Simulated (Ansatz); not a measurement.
`O[Si](F)([SiH3])I` + `[SiH3]P` → `[SiH3]P[SiH3]` + `O[SiH](F)I` at 600 K and 1 bar (cleavage of the Si–Si bond).

Computed with Ansatz on PBE0-D4/def2-TZVP structures; ΔE is electronic, products minus reactants. CCSD(T)/CBS is the MP2 limit (def2-TZVPP, def2-QZVPP) plus CCSD(T) − MP2 in def2-TZVPP, frozen cores. This one scheme is used for every species. def2 core potentials past Kr. For I outer-core shells are correlated without core-valence functions, which leaves a few kJ/mol of doubt a bond. One conformer a species, not always the lowest.

```csv
species,CCSD(T)/CBS energy (Eh),H − E (kJ/mol),S (J/(mol·K))
`O[Si](F)([SiH3])I`,-1053.12978,182.1,490.6
`[SiH3]P`,-633.00997,151.6,340.7
`[SiH3]P[SiH3]`,-923.30091,217.5,434.1
`O[SiH](F)I`,-762.85028,116.5,394.1
```

H − E and S are ideal-gas, rigid-rotor, harmonic terms from PBE0-D4/def2-TZVP, for one conformer and one mirror image of each species. 1 Eh = 2625.50 kJ/mol, R = 8.31446 J/(mol·K).

Task: By hand: ΔE, ΔH, ΔS and ΔG.

Result: ΔE = (-923.30091) + (-762.85028) − (-1053.12978) − (-633.00997) = -0.01144 Eh = -30.0 kJ/mol. Δ(H − E) = 217.5 + 116.5 − 182.1 − 151.6 = 0.3, so ΔH = -29.7 kJ/mol. ΔS = 434.1 + 394.1 − 490.6 − 340.7 = -3.1 J/(mol·K). ΔG = -29.7 − 600 × (-3.1)/1000 = -27.8 kJ/mol.

Task: By hand: the equilibrium constant, and the temperature at which ΔG would vanish if ΔH and ΔS stayed fixed.

Result: log₁₀ K = −ΔG/(RT ln 10) = 2.4. ΔG = 0 at ΔH/ΔS = 9581 K, far beyond where these terms or the molecules hold.

The number of gas molecules stays the same, so ΔS is small and ΔH decides. A doubt of 5 kJ/mol in ΔE shifts log₁₀ K by 0.4 here. Other conformers and mirror images would add mixing entropy, several J/(mol·K) or more a flexible species. These are equilibria of isolated gas molecules and say nothing of rates. Largest T1 diagnostic: 0.013 (customary marks: 0.02 for closed shells, 0.045 for open ones).
